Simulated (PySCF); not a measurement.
**Dipole response of Se²⁺ (selenium, charge +2)**

[Ar] 3d10 4s2 4p2, high-spin 3P determinant. All numbers are calculated (PySCF 2.14, no relativity, point nucleus, in def2-TZVPPD (7s6p5d1f, 57 functions)). Coupled (time-dependent) response in atomic units; α is the mean over directions.

```tsv
method	mean α (bohr³)	α xx, yy, zz	C₆ (like pair)	S(−4)
UHF	9.904	10.07, 9.823, 9.823	46.03	28.70
PBE	9.515	9.508, 9.518, 9.518	43.72	25.08
PBE0	9.561	9.619, 9.532, 9.532	44.01	25.43
HSE06	9.547	9.569, 9.536, 9.536	43.94	25.29
```

S(−4) is the Cauchy moment in α(ω) = α(0) + S(−4) ω² + …

Spin-orbit coupling is absent.

α(iu) at PBE:

```json
{"u (hartree)": "0", "α(iu) (bohr³)": "9.515"}
{"u (hartree)": "0.0500", "α(iu) (bohr³)": "9.453"}
{"u (hartree)": "0.100", "α(iu) (bohr³)": "9.271"}
{"u (hartree)": "0.200", "α(iu) (bohr³)": "8.615"}
{"u (hartree)": "0.300", "α(iu) (bohr³)": "7.719"}
{"u (hartree)": "0.500", "α(iu) (bohr³)": "5.835"}
{"u (hartree)": "0.750", "α(iu) (bohr³)": "4.011"}
{"u (hartree)": "1.00", "α(iu) (bohr³)": "2.834"}
{"u (hartree)": "1.50", "α(iu) (bohr³)": "1.596"}
{"u (hartree)": "2.00", "α(iu) (bohr³)": "1.024"}
{"u (hartree)": "3.00", "α(iu) (bohr³)": "0.5328"}
{"u (hartree)": "5.00", "α(iu) (bohr³)": "0.2260"}
```

A single London oscillator, α(iu) = α/(1 + u²/ω²), gives C₆ = (3/4) ω α². Matching the computed C₆ needs ω = 4 × 43.72 / (3 × 9.515²) = 0.644 hartree.

For an ion, C₆ is the dispersion term alone; charge-induced terms of lower order in 1/R come first.

The components differ because the open shell of this determinant is not spherical; for a pure term their mean is the scalar polarisability.
